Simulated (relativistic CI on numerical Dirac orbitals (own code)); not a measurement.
**One change at a time: Pb XVII**

Base calculation: Dirac-Coulomb-Breit CI, orbitals from a KLI potential per configuration, model QED (radiative potential, 1s self-energy scaled to tabulated hydrogen-like ionisation energies), unscaled Slater integrals.

Configurations in the expansion (outside the closed core [Kr] 4d10): 4f¹⁴5s²5p⁴, 4f¹⁴5s5p⁵, 4f¹⁴5s²5p³5d, 4f¹⁴5p⁶, 4f¹³5s²5p⁵, 4f¹⁴5s5p⁴5d, 4f¹⁴5s²5p³5f, 4f¹⁴5s²5p³5g, 4f¹⁴5s5p⁴5f, 4f¹⁴5s²5p³6s, 4f¹⁴5p⁵5d, 4f¹³5s²5p⁴5d, 4f¹⁴5s5p³5d², 4f¹⁴5s²5p³6p, 4f¹⁴5s5p⁴5g, 4f¹⁴5s²5p²5d5f, 4f¹⁴5p⁵6s, 4f¹⁴5s²5p³6d, 4f¹⁴5s5p⁴6s, 4f¹⁴5s5p³5d6s, 4f¹³5s²5p⁴6s, 4f¹⁴5s²5p²5d², 4f¹⁴5s²5p5d³, 4f¹⁴5s5p²5d³, 4f¹⁴5s²5p5d²5f, 4f¹⁴5s²5p5d²5g, 4f¹⁴5p⁴5d², 4f¹⁴5p³5d³, 4f¹³5p⁵5d², 4f¹⁴5p³5d²5f, 4f¹⁴5p³5d²5g, 4f¹⁴5s²5p²5d6s, 4f¹⁴5s²5p5d²6s, 4f¹⁴5s5p²5d²6s, 4f¹⁴5s²5p5d5f6s, 4f¹⁴5s²5p5d5g6s, 4f¹⁴5s²5p²6s², 4f¹⁴5s²5p5d6s², 4f¹⁴5s5p²5d6s², 4f¹⁴5s²5p5f6s², 4f¹⁴5s²5p5g6s², 4f¹⁴5p⁵5f, 4f¹³5p⁶5f. Double excitations out of closed p, d and f shells are left out; levels of such configurations are missing from the list, as are those of other unlisted configurations, and high levels can miss mixing partners. Some configurations lack a partner that the ground configuration has and come out too high, among them 4f¹³5s²5p⁴5d, 4f¹³5s²5p⁴6s, 4f¹⁴5s5p⁴5f, 4f¹⁴5s²5p³6p, 4f¹⁴5s5p⁴5g.

The lowest level and the first level of each name with at least 55 % of one term (blank where a level has no safe partner in the second run):

```tsv
Level	Base (cm⁻¹)	Shift (cm⁻¹)
4f¹⁴5s²5p⁴ ³P2	0	0
4f¹⁴5s²5p⁴ ¹S0	35117	-19
4f¹⁴5s²5p⁴ ³P1	216487	-130
4f¹⁴5s²5p⁴ ¹D2	234734	-106
4f¹⁴5s²5p⁴ ³P0	466629	-259
4f¹³5s²5p⁵ ³F4	714038	+18973
4f¹³5s²5p⁵ ³G5	722364	+18767
4f¹³5s²5p⁵ ¹D2	737575	+18820
4f¹³5s²5p⁵ ³F3	751420	+19940
4f¹³5s²5p⁵ ³D1	772529	+19792
4f¹⁴5s²5p³5d ³G°4	791203	-63
4f¹⁴5s²5p³5d ³G°5	827706	-47
4f¹³5s²5p⁵ ³D3	954039	+21413
4f¹³5s²5p⁵ ³G3	990037	+22396
```

At this charge transitions that keep the count of f electrons are usually good to a few per cent. Levels that differ in their count of f electrons can be misplaced by several ten thousand cm⁻¹, since the correlation energy of f electrons is missing or only estimated; rates across such gaps can be off by orders of magnitude.

(1) One thing was changed in a second run, which moved the levels as shown. Which?
A. QED terms removed
B. Breit term removed
C. configuration mixing switched off
D. one mean potential for all configurations
E. P86 correlation estimate

Answers

(1) D. One mean potential for all configurations. One potential for all configurations removes the relaxation of the orbitals, which moves whole configurations and changes the integrals a little.

LS names give the leading component of a level, which can be under half, so a name can repeat, a term be missing and a line seem to break the LS rules.
